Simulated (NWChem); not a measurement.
# Correlation energy of HClSi

```
Si
H 1 1.5382
Cl 1 2.0903 2 95.27
```
Charge 0, spin multiplicity 1.

The numbers come from NWChem runs, not from measurements. The geometry was optimised at PBE0/def2-SVP, a minimum by its harmonic frequencies.

Basis set: 6-311G**. Each correlation energy counts from its own Hartree-Fock reference.

The correlated methods keep 10 core orbitals frozen. The Pople sets run with spherical d functions. The structure started from a generated list of species. Coupled-cluster values serve here as a point of comparison, not as the truth.

Q: One of these methods gave a correlation energy of -215.0 mHa. Which?
(A) SCS-MP2
(B) CCSD
(C) CR-CCSD[T]
(D) MP2

A: D, MP2. The others give -216.5 (SCS-MP2), -251.4 (CR-CCSD[T]), -245.5 (CCSD).
